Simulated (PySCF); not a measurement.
A side-by-side comparison of computed properties.

First species: C₃H₁₀F₃NSi₂.
Cartesian coordinates in Å at the GFN2-xTB level; atoms count from 1:
```xyz
19
C3H10F3NSi2 angstrom
C      2.830    0.168   -0.703
C      1.965   -0.756    0.151
N      1.206   -0.056    1.162
Si    -0.250    0.813    0.867
Si    -1.616   -0.686   -0.249
C     -3.349    0.190   -0.364
F     -4.282   -0.528   -1.018
F     -3.872    0.460    0.855
F     -3.281    1.381   -1.003
H      3.537    0.709   -0.077
H      2.204    0.891   -1.221
H      3.386   -0.407   -1.438
H      1.257   -1.289   -0.489
H      2.601   -1.500    0.643
H      1.818    0.324    1.869
H     -0.117    2.069    0.096
H     -0.696    1.172    2.216
H     -1.368   -0.979   -1.668
H     -1.983   -1.967    0.364
```

Second species: C₃H₁₀F₃NSi₂.
SMILES with atom numbers: `[CH3:1][Si@@:2]([NH2:3])([SiH3:4])[CH2:5][C:6]([F:7])([F:8])[F:9]` (hydrogens: H10, H11, H12 on C1; H13, H14 on N3; H15, H16, H17 on Si4; H18, H19 on C5)

Structure used (GFN2-xTB), in Å, numbered top down from 1:
```
atom  x, y, z in Å
C1    -0.9462   -1.3750    1.2916
Si2   -0.6449   -0.0330   -0.0259
N3    -1.9708   -0.1918   -1.1364
Si4   -0.2353    2.0705    0.8908
C5     0.7960   -0.6777   -1.1384
C6     2.1193   -0.2667   -0.5950
F7     3.1654   -0.8370   -1.2275
F8     2.2740   -0.5745    0.7082
F9     2.3280    1.0639   -0.6820
H10   -1.7167   -1.0640    1.9900
H11   -1.2682   -2.3105    0.8429
H12   -0.0470   -1.5719    1.8668
H13   -1.9452    0.3092   -2.0105
H14   -2.9077   -0.1680   -0.7683
H15    0.9158    2.1006    1.7917
H16   -0.0325    3.1005   -0.1341
H17   -1.4060    2.4926    1.6741
H18    0.7859   -1.7645   -1.1918
H19    0.7261   -0.2936   -2.1536
```

Levels: PBE0/pcSseg-1 for dipole moment, HOMO energy, LUMO energy and HOMO–LUMO gap; GFN2-xTB for rotational constant A and rotational constant C. Geometries: GFN2-xTB. All species are isolated and taken at one optimised geometry, non-relativistic unless stated. Electronic properties by PySCF.

Dipoles, sizes and rotational constants follow the conformer. The torsions of the flexible species, by atom-mapped SMILES:
- `[CH3:1][CH2:2][NH:3][SiH2:4][SiH2:5][C:6]([F:7])([F:8])[F:9]`: C1–C2–N3–Si4 79°, C2–N3–Si4–Si5 52°, N3–Si4–Si5–C6 172°, Si4–Si5–C6–F7 179°
- `[CH3:1][Si@@:2]([NH2:3])([SiH3:4])[CH2:5][C:6]([F:7])([F:8])[F:9]`: C1–Si2–C5–C6 -89°, Si2–C5–C6–F7 172°, H–N3–Si2–C1 -169°, H–N3–Si2–C1 54°

Problem. Which of the two has the higher HOMO energy, and by how much?

Solution. The first: -7.08 eV against -7.24 eV, a difference of 0.16 eV.

Problem. Which has the higher rotational constant C?

Solution. The second: 0.690 GHz against 0.459 GHz, a difference of 0.231 GHz.

Problem. Which of the two has the higher LUMO energy, and by how much?

Solution. The second: 0.13 eV against -0.84 eV, a difference of 0.97 eV.

Problem. Which of the two has the higher rotational constant A, and by how much?

Solution. The first: 2.493 GHz against 1.473 GHz, a difference of 1.020 GHz.

Problem. Which of the two has the higher dipole moment, and by how much?

Solution. The first: 4.19 D against 3.25 D, a difference of 0.94 D.

Problem. Which of the two has the higher HOMO–LUMO gap, and by how much?

Solution. The second: 7.37 eV against 6.24 eV, a difference of 1.13 eV.

On the first: A dipole of 4.19 D is allowed in C1, and pure rotational transitions are dipole-allowed. The dipole matches unit charges of opposite sign 0.87 Å apart (1 e·Å = 4.8032 D).

On the second: A dipole of 3.25 D is allowed in C1, and pure rotational transitions are dipole-allowed. The dipole matches unit charges of opposite sign 0.68 Å apart (1 e·Å = 4.8032 D).
